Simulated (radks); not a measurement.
Effect of the nuclear size on neutral cerium, [Xe] 4f1 5d1 6s2. All-electron calculation, Dirac Kohn-Sham, PBE, spin-unpolarised, spherical densities, finite nucleus; open shells are shared between the two j in proportion to 2j + 1; Fermi nuclear charge, rms radius 4.8771 fm. Program: a radial shooting solver on a logarithmic mesh with Libxc functionals. The rms radius is varied about that value; shifts are against it.

| rms radius (fm) | total energy shift (eV) | density at nucleus (e/bohr^3) | 1s1/2 shift (meV) | 2s1/2 shift (meV) | 5s1/2 shift (meV) | 5p1/2 shift (meV) | 6s1/2 shift (meV) | 5d5/2 shift (meV) | 6p1/2 (empty) shift (meV) |
|---|---|---|---|---|---|---|---|---|---|
| 4.3211 | -2.25 | 3.927e+05 | -934 | -114 | -0.813 | 0.149 | -0.049 | 0.089 | 0.039 |
| 4.5991 | -1.15 | 3.876e+05 | -478 | -58.4 | -0.416 | 0.076 | -0.025 | 0.045 | 0.020 |
| 4.8771 | 0 | 3.83e+05 | 0.000 | 0.000 | 0.000 | 0.000 | 0.000 | 0.000 | 0.000 |
| 5.2526 | 1.64 | 3.771e+05 | 681 | 83.2 | 0.593 | -0.109 | 0.036 | -0.065 | -0.028 |
| 6.0915 | 5.65 | 3.657e+05 | 2350 | 287 | 2.04 | -0.375 | 0.123 | -0.223 | -0.098 |

Slopes of the eigenvalues against <r^2> in GHz/fm^2, as finite differences over the two radii next to the reference (eigenvalue slopes, not the field-shift constants of lines): 1s1/2 43500, 2s1/2 5320, 5s1/2 37.9, 5p1/2 -6.96, 6s1/2 2.29, 5d5/2 -4.14, 6p1/2 (empty) -1.81.
